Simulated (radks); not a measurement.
Isoelectronic series with 13 electrons, all held in the configuration [Ne] 3s2 3p1, which need not be the ground one along the series. Method: scalar-relativistic Kohn-Sham, PBEsol, spin-polarised, spherical densities, finite nucleus; open shells are filled with parallel spins first; Fermi nuclear charge, rms radius of each element as measured or else 0.836 A^(1/3) + 0.57 fm; computed with a radial shooting solver on a logarithmic mesh with Libxc functionals. Total energies (hartree) and orbital eigenvalues (hartree) (* marks an orbital that is empty in some or all of the ions):

| ion | E (hartree) | 3p down* | 3p up | 3s down | 3s up | 2p down |
|---|---|---|---|---|---|---|
| Al | -242.20302 | -0.08103 | -0.10964 | -0.26639 | -0.29420 | -2.55115 |
| Si+ | -289.02491 | -0.40367 | -0.44387 | -0.67414 | -0.71481 | -3.85120 |
| P2+ | -340.26692 | -0.86177 | -0.91232 | -1.21619 | -1.26793 | -5.42941 |
| S3+ | -395.92233 | -1.44436 | -1.50465 | -1.88221 | -1.94417 | -7.27327 |
| Cl4+ | -455.99183 | -2.14666 | -2.21634 | -2.66785 | -2.73954 | -9.37745 |
| Ar5+ | -520.47983 | -2.96612 | -3.04496 | -3.57090 | -3.65200 | -11.73921 |
| K6+ | -589.39305 | -3.90125 | -3.98910 | -4.59013 | -4.68041 | -14.35702 |
| Ca7+ | -662.73977 | -4.95111 | -5.04787 | -5.72482 | -5.82412 | -17.23001 |
| Ti9+ | -822.77318 | -7.39291 | -7.50728 | -8.33929 | -8.45631 | -23.73977 |
| V10+ | -909.48224 | -8.78425 | -8.90736 | -9.81886 | -9.94462 | -27.37626 |
| Cr11+ | -1000.66920 | -10.28902 | -10.42084 | -11.41338 | -11.54783 | -31.26718 |
| Mn12+ | -1096.34744 | -11.90715 | -12.04766 | -13.12298 | -13.26608 | -35.41269 |
| Fe13+ | -1196.53122 | -13.63866 | -13.78783 | -14.94789 | -15.09961 | -39.81302 |
| Co14+ | -1301.23545 | -15.48359 | -15.64141 | -16.88836 | -17.04868 | -44.46846 |
| Ni15+ | -1410.47614 | -17.44202 | -17.60849 | -18.94470 | -19.11359 | -49.37936 |
| Cu16+ | -1524.26931 | -19.51406 | -19.68917 | -21.11724 | -21.29470 | -54.54608 |
| Zn17+ | -1642.63290 | -21.69985 | -21.88359 | -23.40638 | -23.59240 | -59.96908 |
| Ga18+ | -1765.58478 | -23.99954 | -24.19192 | -25.81252 | -26.00710 | -65.64879 |
| Ge19+ | -1893.14398 | -26.41331 | -26.61432 | -28.33612 | -28.53925 | -71.58574 |
| As20+ | -2025.33071 | -28.94136 | -29.15101 | -30.97764 | -31.18932 | -77.78043 |
| Se21+ | -2162.16519 | -31.58389 | -31.80219 | -33.73759 | -33.95784 | -84.23344 |
| Br22+ | -2303.66922 | -34.34114 | -34.56808 | -36.61651 | -36.84532 | -90.94535 |

Estimate the row of Sc8+.

Answer. E (hartree) -740.52958; 3p down* -6.11512; 3p up -6.22071; 3s down -6.97460; 3s up -7.08280; 2p down -20.35767.
